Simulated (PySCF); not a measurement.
## BiH5: from a saddle point downhill

PySCF 2.14.0, RKS PBE0, Bi def2-SVP with ECP60, H def2-SVP; non-relativistic Hamiltonian with scalar-relativistic core potentials where named; density fitting; no spin-orbit coupling. Relaxed within the symmetry of its start, the geometry (C4v) is

```xyz
6

Bi    0.0000    0.0000   -0.0014
H     0.0000    0.0000    1.7530
H     1.8097    0.0000   -0.3680
H     0.0000    1.8097   -0.3680
H    -1.8097    0.0000   -0.3680
H     0.0000   -1.8097   -0.3680
```

and its lowest harmonic modes are -304, 648, 709, 709, 867, 867 cm⁻¹ (negative: unstable). It was moved along the lowest mode and relaxed again, within the group C2v that the move left.

Where does it end, and how much lower?

In D3h, 0.079 eV lower, after 8 steps:
```xyz
6

Bi    0.0000    0.0000    0.0462
H     0.0000    0.0000    1.8442
H     1.5570    0.0000   -0.8520
H     0.0000    1.8673    0.0466
H    -1.5570    0.0000   -0.8520
H     0.0000   -1.8673    0.0466
```

How do the contacts change?


| contact | saddle (Å) | end (Å) |
| --- | --- | --- |
| Bi1–H2 (H) | 1.754 | 1.798 |
| Bi1–H3 (H) | 1.846 | 1.797 |
| Bi1–H4 (H) | 1.846 | 1.867 |
| Bi1–H5 (H) | 1.846 | 1.797 |
| Bi1–H6 (H) | 1.846 | 1.867 |


Is the end a minimum?

Yes; lowest modes 394, 394, 748, 748, 822, 981 cm⁻¹.

State: singlet.
